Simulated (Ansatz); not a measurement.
Consider the silylene formation by 1,1-elimination: `C/C=C/[SiH2]C` → propene + `C[SiH]`.

Gas-phase electronic energies from Ansatz, PBE0-D4/def2-TZVP geometries. CBS: MP2 limit from def2 TZ/QZ plus the TZ coupled-cluster correction, frozen cores. This one scheme is used for every species. DFT in def2-TZVPP. B3LYP here is the variant with VWN-RPA as its local correlation; programs differ in this. One conformer a species, not always the lowest.

| level | ΔE (kJ/mol) |
| --- | --- |
| B3LYP | 218.3 |
| MP2/def2-TZVPP | 253.2 |

What does CCSD(T)/CBS give? (Estimate.)

The calculation gave: +238.5 kJ/mol. The listed levels differ from it by -20.2, 14.7 kJ/mol.

What do rigid-rotor, harmonic-oscillator terms from PBE0-D4/def2-TZVP frequencies (298.15 K, 1 bar) make of the CCSD(T)/CBS value? (An estimate is asked.)

Computed: ΔZPE = -7.2 kJ/mol, ΔH = +234.2 kJ/mol, ΔS = 167 J/(mol·K), ΔG = +184.4 kJ/mol.

Largest T1 diagnostic among the species: 0.012.

Leaving LDA and LC-ωPBE aside and taking each functional with its dispersion term where it has one, the values, not all of them listed here, spread over 36.5 kJ/mol, from BLYP-D4 to r2SCAN0-D4. LDA lies +33.7 kJ/mol from PBE without D4. The D4 term adds +14.4 kJ/mol with B3LYP and +8.2 kJ/mol with PBE0; it sums over pairs of atoms, weighted by their polarisabilities, and B3LYP, whose exchange is more repulsive, gets the larger term.

CCSD(T)/CBS has its own doubt, a few kJ/mol and more with outer-core shells, so smaller differences from it don't rank the levels.
